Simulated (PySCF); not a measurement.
# Relaxation of singlet RuI₃⁺

All numbers come from PySCF, PBE0, basis Ru def2-SVP with ECP28, I def2-SVP with ECP28 (scalar-relativistic core potentials, no spin–orbit coupling, density fitting). A (50,194) grid was used.

A start at or just off a symmetric point, pushed along the force that breaks its symmetry, of Cs symmetry, free to break it:

```xyz
4
charge 1 multiplicity 1, angstrom
Ru    0.0599    0.0000    0.0000
I     2.4228    0.0000    0.0000
I    -1.2355    2.1152    0.0000
I    -1.2355   -2.1152    0.0000
```

Optimiser trace:
| step | E − E(last) (kJ/mol) | largest gradient (Eh/bohr) |
| --- | --- | --- |
| 0 | 6.44 | 0.02383 |
| 1 | 2.28 | 0.00508 |
| 2 | 0.85 | 0.00431 |
| 3 | 0.20 | 0.00455 |
| 4 | 0.02 | 0.00167 |
| 5 | 0.00 | 0.00029 |
| 6 | 0.00 | 0.00003 |

It ends at C2v with Ru–I 2.423 Å, Ru–I 2.447 Å (×2); I–Ru–I 110.4°, I–Ru–I 124.8° (×2) (after a last refinement on a finer grid). No frequency check is given, so it may be a saddle point. Other isomers or separated fragments may lie lower.

Final geometry:
```xyz
4
charge 1 multiplicity 1, angstrom
Ru    0.0970    0.0000    0.0000
I     2.5202    0.0002    0.0000
I    -1.2998    2.0093    0.0000
I    -1.2995   -2.0095    0.0000
```

Stability towards spin polarisation was not tested. At this level a triplet minimum of D3h symmetry lies 91 kJ/mol below this structure.

The relaxation took roughly 120 core-seconds on a shared host.
